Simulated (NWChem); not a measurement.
System: C$_{3}$, singlet; SMILES [C]=C=[C]

Here is an NWChem input.

```
start job
memory heap 200 mb stack 900 mb global 1100 mb
geometry units angstroms noautosym nocenter noautoz
  C     -1.294953     0.065143     0.019939
  C      0.000451     0.008371    -0.000002
  C      1.294503    -0.073514    -0.019937
end
basis spherical
  C library def2-svp
end
dft
  xc m06-2x
  iterations 150
end
cosmo
  dielec 37.5
end
task dft energy
```

NWChem printed, in part:

```
             Northwest Computational Chemistry Package (NWChem) 7.3.0
             --------------------------------------------------------

                             Geometry "geometry" -> ""
                             -------------------------

 Output coordinates in angstroms (scale by  1.889725989 to convert to a.u.)

  No.       Tag          Charge          X              Y              Z
 ---- ---------------- ---------- -------------- -------------- --------------
    1 C                    6.0000    -1.29495300     0.06514300     0.01993900
    2 C                    6.0000     0.00045100     0.00837100    -0.00000200
    3 C                    6.0000     1.29450300    -0.07351400    -0.01993700

 Effective nuclear repulsion energy (a.u.)      36.7261777329

                                 NWChem DFT Module
                                 -----------------

 Summary of "ao basis" -> "ao basis" (spherical)
 ------------------------------------------------------------------------------
       Tag                 Description            Shells   Functions and Types
 ---------------- ------------------------------  ------  ---------------------
 C                          def2-svp                 6       14   3s2p1d

 in cosmo_initialize ...

 solvent parameters
 solvname_short: unkn
 solvname_long:  unknown
 dielec:       37.5000

          ---------------
          -cosmo- solvent
          ---------------
 Cosmo: York-Karplus, doi: 10.1021/jp992097l
 dielectric constant -eps-     =  37.50
 screen = (eps-1)/(eps    )    =   0.97333
 surface charge correction     = lagrangian

   van der Waals surface
 --------------------------

[...]

                                   COSMO solvation results
                                   -----------------------

                 gas phase energy =      -113.901940154272
                 sol phase energy =      -113.904313687165
 (electrostatic) solvation energy =         0.002373532892 (    1.49 kcal/mol)

                       DFT Final Molecular Orbital Analysis
                       ------------------------------------

 Vector    7  Occ=2.000000D+00  E=-4.270410D-01
              MO Center=  1.3D-04,  2.8D-03, -2.0D-03, r^2= 1.6D+00
   Bfn.  Coefficient  Atom+Function         Bfn.  Coefficient  Atom+Function
  ----- ------------  ---------------      ----- ------------  ---------------
    20      0.433133  2 C  pz                 6      0.292276  1 C  pz
    34      0.292355  3 C  pz                23      0.277755  2 C  pz
     9      0.121564  1 C  pz                37      0.121583  3 C  pz
    19     -0.050117  2 C  py                 5     -0.033932  1 C  py
    33     -0.033682  3 C  py                22     -0.032151  2 C  py

 Vector    8  Occ=2.000000D+00  E=-4.270308D-01
              MO Center=  1.3D-03,  2.0D-02,  2.0D-03, r^2= 1.6D+00
   Bfn.  Coefficient  Atom+Function         Bfn.  Coefficient  Atom+Function
  ----- ------------  ---------------      ----- ------------  ---------------
    19      0.431898  2 C  py                 5      0.292356  1 C  py
    33      0.290168  3 C  py                22      0.277043  2 C  py
     8      0.121456  1 C  py                36      0.120836  3 C  py
    20      0.049912  2 C  pz                32      0.036953  3 C  px
     6      0.033992  1 C  pz                34      0.033362  3 C  pz

 Vector    9  Occ=2.000000D+00  E=-3.996510D-01
              MO Center= -5.9D-04, -8.3D-03,  3.6D-06, r^2= 3.4D+00
   Bfn.  Coefficient  Atom+Function         Bfn.  Coefficient  Atom+Function
  ----- ------------  ---------------      ----- ------------  ---------------
     4     -0.372453  1 C  px                32     -0.371875  3 C  px
     3      0.357556  1 C  s                 31     -0.357507  3 C  s
    18      0.282268  2 C  px                 2      0.220782  1 C  s
    30     -0.220761  3 C  s                  7     -0.140656  1 C  px
    35     -0.140429  3 C  px                21      0.127094  2 C  px

 Vector   10  Occ=0.000000D+00  E=-1.255087D-01
              MO Center= -2.1D-04, -3.7D-03, -2.0D-04, r^2= 2.8D+00
   Bfn.  Coefficient  Atom+Function         Bfn.  Coefficient  Atom+Function
  ----- ------------  ---------------      ----- ------------  ---------------
     6      0.438414  1 C  pz                34     -0.438455  3 C  pz
     9      0.369773  1 C  pz                37     -0.369802  3 C  pz
     5     -0.080422  1 C  py                33      0.080285  3 C  py
     8     -0.067840  1 C  py                36      0.067701  3 C  py
    27      0.041733  2 C  d  1

 Vector   11  Occ=0.000000D+00  E=-1.254971D-01
              MO Center= -1.8D-04, -2.6D-03,  2.0D-04, r^2= 2.8D+00
   Bfn.  Coefficient  Atom+Function         Bfn.  Coefficient  Atom+Function
  ----- ------------  ---------------      ----- ------------  ---------------
     5      0.438125  1 C  py                33     -0.437377  3 C  py
     8      0.369562  1 C  py                36     -0.368801  3 C  py
     6      0.080217  1 C  pz                34     -0.080005  3 C  pz
     9      0.067672  1 C  pz                37     -0.067456  3 C  pz
    24     -0.041547  2 C  d -2              32     -0.031567  3 C  px

[...]
```

Level: M06-2X/def2-SVP, COSMO on the gas-phase geometry. Low-valent species are run as closed-shell singlets; no triplet was tried in these runs. Structure relaxed at the B3LYP/6-31G* (spherical d) level. COSMO prints the solvation energy as gas minus solution, so a positive value is a stabilisation.
